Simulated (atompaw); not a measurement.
# What one change does to a pseudopotential (hafnium, PAW (atompaw))

atompaw 4.2.0.5 input, output lines left out:

```
Hf 72
LDA-PW scalarrelativistic loggrid 2001 logderivrange -5 5 251
6 6 5 4 0 0
6 0 1
6 1 0
5 2 2
0 0 0
c
c
c
c
c
v
c
c
c
v
v
c
c
v
c
2
3.00 2.80 2.75 2.95
y
2.1
n
n
y
2.1
n
custom polynom2 7 10 vanderbiltortho sinc
bessel
3.00
3.00
1.45
2.40
3.00
3.00
```

Change: reference 5p6 5d2 6s0 6p0.

Cutoffs: the cutoffs (Ry, on a coarse ladder) from which the occupation-weighted sum of valence levels, in a spherical-Bessel basis at the reference potential, stays within 10 and 1 mRy of its value at 400 Ry; they do not see the model core or the augmentation charge, which bear on the density cutoff.

Q: What does the change do?

A: The potential gets neither clearly harder nor softer (25 Ry and 70 Ry → 25 Ry and 70 Ry); the range in which the d phases agree narrows (upper end 4.9 → -0.1); neither file shows a bound ghost.

```csv
quantity,base,changed
"cutoff, loose",25 Ry,25 Ry
"cutoff, tight",70 Ry,70 Ry
bound ghosts,none,none
s: phases at 3.00 bohr within 0.05 rad from the reference energy up to (Ry; the scan ends near 5),3.1,2.8
p: phases at 3.00 bohr within 0.05 rad from the reference energy up to (Ry; the scan ends near 5),4.6,4.1
d: phases at 3.00 bohr within 0.05 rad from the reference energy up to (Ry; the scan ends near 5),4.9,-0.1
lowest overlap eigenvalue by channel,"s 0.81, p 0.43, d 0.91","s 0.78, p 0.44, d 0.93"
```

 The cutoffs see the waves, projectors and local potential, not the compensation charge or the core.
